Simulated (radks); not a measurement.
Values are calculated unless marked as measured or tabulated.
These are the eigenvalues of the occupied orbitals of an atom or ion with whole-number occupations (hartree). Code: a radial shooting solver on a logarithmic mesh with Libxc functionals. Model: scalar-relativistic Kohn-Sham, LDA (Slater exchange, Perdew-Zunger correlation), spin-polarised, spherical densities, point nucleus.

1s up: -1211.899
1s down: -1211.898
2s up: -188.2388
2s down: -188.2128
2p up: -169.1559
2p down: -169.1348
3s up: -38.82163
3s down: -38.80401
3p up: -32.63960
3p down: -32.62069
3d up: -23.36547
3d down: -23.34076
4s up: -7.59099
4s down: -7.51563
4p up: -5.62375
4p down: -5.54925
4d up: -2.73285
4d down: -2.66298
5s up: -1.13745
5s down: -1.11978
5p up: -0.67848
5p down: -0.66781

Which element is it, and in what charge state? The configuration may be excited. Open shells, if any, are filled with parallel spins first.

Answer. Z = 53, iodine, charge +1: I+ in [Kr] 4d8 5s2 5p6. The list shows which subshells hold electrons but not how many an open one holds; the 1s level, -1211.9 hartree, gives Z - s = 49.2 by -(Z - s)^2/2, which with screening and relativity narrows Z to a few neighbours, and the depths of the outer levels then fix element, charge and occupations together.
